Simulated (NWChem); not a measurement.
Species: C₂HClF₂; SMILES F/C=C(\F)Cl

Program: NWChem. Pople sets run with spherical d functions. Medium grid unless said otherwise, to which SCAN and Minnesota functionals are sensitive. Geometry: optimised at PBE0/def2-SVP. Level r2SCAN/6-31G*: energy and gradient; each run changes one setting, and changes count from the defaults (medium grid, exact Coulomb integrals, symmetry on).

```csv
setting,size of the energy change (μHa),largest change of a gradient component (μHa/bohr)
defaults,< 10,< 30
extra-fine grid,100,90
symmetry off,< 10,other frame
tight SCF thresholds and tolerances,< 10,< 30
"Coulomb fitting, Weigend set",200,70
```
